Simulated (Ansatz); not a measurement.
Species: Au₂, charge 0, singlet. Au2 (SMILES [Au][Au]).
B3LYP-D3(BJ)/def2-TZVP minimum from Ansatz (a quantum-chemistry and plane-wave program):
```xyz
2

Au     0.0000     0.0000    -1.2768
Au     0.0000     0.0000     1.2768
```

Total energies in def2-SVP, 22 correlated electrons, 8 frozen orbitals. UHF or UKS for unpaired electrons; spin-orbit terms are left out. Correlated methods leave the cores frozen (noble-gas shells, and filled d and f shells in the p block). Past Kr the def2 sets carry scalar-relativistic core potentials.

```
method    program  energy (Eh)  minus CCSDT(Q) (mEh)
--------  -------  -----------  --------------------
HF         Ansatz   -269.59471                529.04
MP2        Ansatz   -270.14574                -21.99
CCSD       Ansatz   -270.11059                 13.16
CCSD(T)    Ansatz   -270.12321                  0.54
CCSDT(Q)   Ansatz   -270.12375                  0.00
```

Rough core times of Ansatz's runs on a shared machine: CCSD(T) under 20 s, CCSDT(Q) 3 min.
